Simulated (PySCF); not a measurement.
**4-cyanopyridine: 4 charge schemes on one density**

4-cyanopyridine, C6H4N2.
Geometry (PBE0-D3(BJ)/def2-TZVP, Å), atoms numbered from 1 in this order:
```xyz
12
C6H4N2 angstrom
N      3.3938    0.4454    0.0620
C      2.2531    0.2937    0.0409
C      0.8376    0.1073    0.0147
C     -0.0208    1.2023    0.0344
C     -1.3845    0.9608    0.0073
N     -1.9169   -0.2553   -0.0364
C     -1.0868   -1.2919   -0.0547
C      0.2931   -1.1724   -0.0309
H      0.3685    2.2114    0.0698
H     -2.0832    1.7919    0.0216
H     -1.5455   -2.2755   -0.0903
H      0.9310   -2.0464   -0.0474
```

Density: PBE0/pcSseg-2 (PySCF); schemes: Mulliken, IAO, Hirshfeld and ESP-fitted. Geometry: PBE0-D3(BJ)/def2-TZVP; no solvent, vibrations or thermal averaging.

Tabulate the Mulliken, IAO, Hirshfeld and ESP-fitted charges.

In e:

| atom | environment | Mulliken | IAO | Hirshfeld | ESP-fitted |
| --- | --- | --- | --- | --- | --- |
| N1 | nitrile nitrogen | -0.119 | -0.224 | -0.207 | -0.409 |
| C2 | nitrile carbon | -0.059 | +0.142 | +0.085 | +0.222 |
| C3 | substituted aromatic carbon | +0.337 | -0.016 | +0.025 | +0.603 |
| C4 | aromatic CH carbon | -0.178 | -0.162 | -0.035 | -0.716 |
| C5 | aromatic CH next to a ring nitrogen | +0.149 | -0.003 | +0.025 | +0.590 |
| N6 | pyridine-type nitrogen | -0.277 | -0.264 | -0.150 | -0.716 |
| C7 | aromatic CH next to a ring nitrogen | +0.149 | -0.003 | +0.025 | +0.587 |
| C8 | aromatic CH carbon | -0.178 | -0.162 | -0.034 | -0.714 |
| H9 | aromatic hydrogen | +0.050 | +0.178 | +0.070 | +0.251 |
| H10 | aromatic hydrogen | +0.038 | +0.168 | +0.063 | +0.025 |
| H11 | aromatic hydrogen | +0.038 | +0.168 | +0.063 | +0.026 |
| H12 | aromatic hydrogen | +0.050 | +0.178 | +0.070 | +0.251 |

Mean size of the charges over all atoms: ESP-fitted 0.426 e, IAO 0.139 e, Mulliken 0.135 e, Hirshfeld 0.071 e. Each set sums to the total charge, 0, to within 0.001 e. The ESP scheme is a least-squares fit of atom-centred charges to the potential on four shells outside the van der Waals surface, with the total charge fixed.

Lowest charge. The schemes don't all agree: Mulliken N6 (-0.277); IAO N6 (-0.264); Hirshfeld N1 (-0.207); ESP-fitted C4 and N6 (-0.716).

Highest charge. The schemes don't all agree: Mulliken C3 (+0.337); IAO H9 and H12 (+0.178); Hirshfeld C2 (+0.085); ESP-fitted C3 (+0.603).

How many electrons does the ESP-fitted scheme count on C4?

Z − q = 6 − (-0.716) = 6.716.

How closely do the schemes follow one another over all atoms?

Correlation coefficient and root-mean-square difference: Mulliken with ESP-fitted 0.92, 0.350 e; IAO with Hirshfeld 0.90, 0.090 e; IAO with ESP-fitted 0.66, 0.407 e; Hirshfeld with ESP-fitted 0.65, 0.442 e; Mulliken with Hirshfeld 0.58, 0.134 e; Mulliken with IAO 0.55, 0.155 e.

Sum the charges by element.

```tsv
element	atoms	Mulliken	IAO	Hirshfeld	ESP-fitted
N	2	-0.396	-0.488	-0.357	-1.125
C	6	+0.221	-0.204	+0.091	+0.572
H	4	+0.175	+0.692	+0.266	+0.554
```
